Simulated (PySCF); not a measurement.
**Structure from NMR data**

An unknown has the formula C$_{5}$H$_{9}$BO$_{2}$. Its calculated NMR data are:

$^{1}$H NMR (300 MHz, computed): δ 3.84 (t, J = 8.2 Hz, 2H), 3.81 (br s, 1H), 2.21 (s, 1H), 1.52 (sext, J = 8.4 Hz, 2H), 0.90 (t, J = 8.4 Hz, 3H).

$^{13}$C{$^{1}$H} NMR (computed): δ 94.8 (CH), 84.2 (C), 71.6 (CH2), 30.2 (CH2), 11.2 (CH3).

- shieldings: GIAO B3LYP/pcSseg-1
- J couplings at B3LYP/pcJ-1 (spin–dipole term only in couplings to heteroatoms)
- geometry from PBE0-D3(BJ)/def2-SVP
- code: PySCF 2.14
- rapidly exchanging positions averaged, isolated molecule, relativity neglected, single conformer

Shifts are taken against calculated references (same method and geometry level): $^{1}$H, $^{13}$C vs TMS.

**Question.** Deduce the structure.

**Answer.** 
5 carbon signals for 5 carbons: no two carbons are equivalent. Carbon types of the structure: 1 × C, 1 × CH, 2 × CH2, 1 × CH3, leaving 1 H on heteroatoms. δC 94.8: terminal alkyne carbon; sp carbons lie upfield of alkene carbons because the cylindrical π system leaves one tensor component strongly shielded. δC 84.2: alkyne carbon; the triple bond shields along its axis, which puts it between sp3 and sp2 carbons. δC 71.6: sp3 CH2 bonded to O; the inductive effect lowers its shielding. δC 30.2: sp3 CH2; saturated and bonded to C and H only. δC 11.2: methyl carbon; a saturated carbon with 1 carbon neighbour and no heteroatom attached. δH 3.81: hydrogen on an oxygen bonded to B; exchangeable; this is the value without hydrogen bonding to other molecules. δH 2.21: hydrogen on a terminal alkyne carbon; it lies on the axis of the triple bond, in its shielding cone. The protons at 1.52 and 0.90 share a coupling of 8.4 Hz (vicinal). The protons at 3.84 and 1.52 share a coupling of 8.2 Hz (vicinal).

Structure: SMILES C#CB(O)OCCC.

The data come from this structure; uniqueness wasn't tested.

Exchangeable OH/NH protons stand at their gas-phase positions; hydrogen bonding in a real sample shifts them, mostly to higher δ. A carbon bonded to boron is broadened by the quadrupolar boron nucleus and is often missing from a measured spectrum. Multiplet labels drop couplings under 1 Hz and merge nearly equal ones. Unscaled 3J(H,H) at this level run about 10 % above measured values. Shifts are as computed. Against solution values, carbons near 30 ppm lie about +2 ppm off and those near 130 ppm about +6 ppm. Of 1309 compounds with measured shifts, 239 miss one by over three times the rms of a fit or turn the order of signals round; such compounds aren't used in these exercises. Across freely rotating sp3–sp3 bonds, 3J(H,H) is taken as (2 J gauche + J anti)/3 from the one conformer, which assumes equal rotamer populations.
